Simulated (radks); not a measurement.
Task: All-electron atom: Eu IV in [Xe] 4f5 6f1 (not the ground configuration). Calculated with a radial shooting solver on a logarithmic mesh with Libxc functionals: scalar-relativistic Kohn-Sham, PBE, spin-polarised, spherical densities, point nucleus; open shells are filled with parallel spins first (spin-orbit coupling, left out, can overturn this in heavy ions). Some entries of the table are withheld. Estimate them.

orbital  occ.  eigenvalue (eV)  <r> (bohr)
1s down     1        -48418.14     0.02232
1s up       1        -48418.14     0.02232
2s up       1        -7991.048     0.09512
2s down     1        -7991.015     0.09511
2p up       3        -7124.289     0.08390
2p down     3        -7124.266     0.08390
3s up       1        -1798.367      0.2497
3s down     1        -1796.401      0.2495
3p up       3        -1528.686      0.2482
3p down     3        -1526.731      0.2479
3d up       5        -1168.047      0.2261
3d down     5        -1166.545      0.2259
4s up       1        -397.5820      0.5643
4s down     1        -392.9261      0.5643
4p up       3        -308.5280      0.5966
4p down     3        -303.9078      0.5967
4d up       5        -184.4010      0.6471
4d down     5        -179.8388      0.6481
5s up       1         -85.4060         (1)
5s down     1         -83.1179         (2)
5p up       3              (3)       1.490
5p down     3              (4)       1.510
4f up       5         -49.7100      0.8168
4f down     0         -45.5431      0.8368
6f up       1          -8.3837       7.219

Result: 
(1) 5s up <r> (bohr): 1.312
(2) 5s down <r> (bohr): 1.327
(3) 5p up eigenvalue (eV): -62.1504
(4) 5p down eigenvalue (eV): -60.4140
